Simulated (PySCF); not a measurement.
**Field gradients at the hydrogen positions**

Compound: C₆H₇F₃Si.
SMILES with atom numbers: `[CH:1]#[C:2][Si@@H:3]1[CH2:4][CH2:5][C@H:6]1[C:7]([F:8])([F:9])[F:10]` (hydrogens: H11 on C1; H12 on Si3; H13, H14 on C4; H15, H16 on C5; H17 on C6)

Cartesian coordinates in Å at the PBE0-D3(BJ)/def2-SVP level; atoms count from 1:
```
atom  x, y, z in Å
C1     3.5076   -0.8139    0.3339
C2     2.3541   -0.6701   -0.0272
Si3    0.6188   -0.4417   -0.5654
C4     0.0670    1.3631   -0.6368
C5    -0.4571    1.1909    0.8142
C6    -0.5584   -0.3561    0.9412
C7    -1.9341   -0.8914    0.6945
F8    -2.8238   -0.4547    1.5953
F9    -1.9590   -2.2272    0.7314
F10   -2.4011   -0.5185   -0.5142
H11    4.5277   -0.9387    0.6533
H12    0.3206   -1.3844   -1.6792
H13   -0.7590    1.4864   -1.3537
H14    0.8011    2.1649   -0.7932
H15   -1.4019    1.7143    1.0329
H16    0.2880    1.5571    1.5355
H17   -0.2065   -0.7666    1.8975
```

Level: PBE0/pcSseg-1 (PySCF, non-relativistic); Q(2H) = 0.00286 b; rigid geometry, the same for H and D, with no vibrational averaging.

Question: Rank these positions by the coupling χzz of a deuteron there, largest first.
A. H12 (Si–H hydrogen)
B. H11 (alkyne hydrogen)
C. H13 (methylene hydrogen)
D. H14 (methylene hydrogen)
E. H15 (methylene hydrogen)

Answer: B (226 kHz), D (203 kHz), C (198 kHz), E (192 kHz), A (95 kHz).

Give the electric field gradient Vzz (the principal value of largest size), its asymmetry and the 2H coupling at each hydrogen.

| atom | bonded to | bond length (Å) | Vzz (au) | η | χzz (kHz) |
| --- | --- | --- | --- | --- | --- |
| H11 | C1 | 1.076 | 0.3363 | 0.00 | 226 |
| H12 | Si3 | 1.489 | 0.1413 | 0.01 | 95 |
| H13 | C4 | 1.101 | 0.2947 | 0.04 | 198 |
| H14 | C4 | 1.098 | 0.3019 | 0.05 | 203 |
| H15 | C5 | 1.102 | 0.2863 | 0.02 | 192 |
| H16 | C5 | 1.100 | 0.2890 | 0.01 | 194 |
| H17 | C6 | 1.099 | 0.2938 | 0.08 | 197 |

Average by the element that carries the hydrogen.

on C: 202 kHz over 6 positions, mean bond length 1.096 Å; on Si: 95 kHz over 1 position, mean bond length 1.489 Å.

How does χzz go with the bond length over the 6 C–H bonds?

A straight-line fit has a slope of -12.4 kHz for each 0.01 Å, with a correlation coefficient of -0.98, over lengths from 1.076 to 1.102 Å. The longer bonds have the smaller couplings here.

Give the 2H NMR doublet splittings at H13 for a magnetic field along the z, y and x axes of the gradient: 3χ/2, 3χ(1 + η)/4, 3χ(1 − η)/4.

With |χ| = 198.0 kHz and η = 0.038: 297, 154 and 143 kHz, to first order and without motion.

Geometry: PBE0-D3(BJ)/def2-SVP, one conformer, isolated molecule. These gradients aren't converged with respect to the basis.

The run behind these numbers computed NMR shieldings as well. On one thread of an Arm Neoverse N1 (shared host), this took 74 s wall and 1.0 GiB of memory at its peak.
